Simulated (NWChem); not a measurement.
Atomisation of CH2I

```
C
H 1 1.0977
H 1 1.0977 2 123.59
I 1 2.0577 2 118.21 3 180.00
```
Charge 0, spin multiplicity 2.

All runs are NWChem calculations. The geometry was optimised at UPBE/def2-SVP with def2 effective core potentials on I, a minimum by its harmonic frequencies.

Basis set: def2-TZVP. The atomisation energy is electronic alone: no zero-point, thermal, spin-orbit or counterpoise terms. No value is extrapolated to the basis-set limit. Free atoms are single determinants with multiplicities C 3, I 2, H 2.

Effective core potentials replace the inner electrons of I; spin-orbit coupling is left out. B3LYP has NWChem's definition, with VWN1-RPA local correlation. The structure started from a generated list of species. The unpaired electrons of the parent sit in orbitals of symmetry b2 (C2v labels of the run); other states weren't searched. The stability of the SCF solutions was not checked.

Problem. One of these methods gave an atomisation energy of 254.9 kcal/mol. Which?
A) PBE0
B) PBE
C) BHandHLYP
D) B3LYP

Solution. C, BHandHLYP. The others give 263.4 (B3LYP), 272.8 (PBE), 267.2 (PBE0).
